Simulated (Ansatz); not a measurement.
Ideal-gas functions of CH2BBrO (`BrC1BO1`) at 800 K and 1 bar, from an Ansatz frequency run at PBE0-D4/def2-TZVP.

Molar mass 120.74 g/mol, point group C1 (symmetry number 1), electronic degeneracy 1, moments of inertia 23.154, 191.359, 196.492 u Å². Harmonic wavenumbers (cm⁻¹, unscaled): 266, 328, 604, 760, 797, 882, 990, 1182, 1245, 1435, 2777, 3201.

Use S(trans) = R[1.5 ln M + 2.5 ln T − 1.1517]; rotational temperatures θ = 24.2544 K / I; S(rot) = R[ln(√π/σ · √(T³/θAθBθC)) + 1.5]; for each mode x = 1.438777 ν̃/T, S = R[x/(eˣ − 1) − ln(1 − e⁻ˣ)] and H = RT x/(eˣ − 1); 1 cm⁻¹ = 0.0119627 kJ/mol; R = 8.31446 J/(mol·K).

Question: By hand: the entropy, in J/(mol·K).

Answer: Translation 189.2. Rotation: θ = 1.0475, 0.1267, 0.1234 K, giving 117.7. Vibration, mode by mode: 14.52, 12.82, 8.02, 6.33, 6.00, 5.30, 4.54, 3.45, 3.16, 2.41, 0.34, 0.18, in all 67.1. Electronic 0.0. Sum 374.0 J/(mol·K).

Question: By hand: H − E and G − E in kJ/mol, counted from the electronic energy.

Answer: Zero-point energy ½ × 14467 × 0.0119627 = 86.5; thermal vibration 30.4; translation, rotation and pV give 4 RT = 26.6. H − E = 143.5 kJ/mol, and G − E = 143.5 − 800 × 374.0/1000 = -155.7 kJ/mol.

Vibration gives 18 % of the entropy. The sum counts one conformer and one mirror image; others add a mixing term.
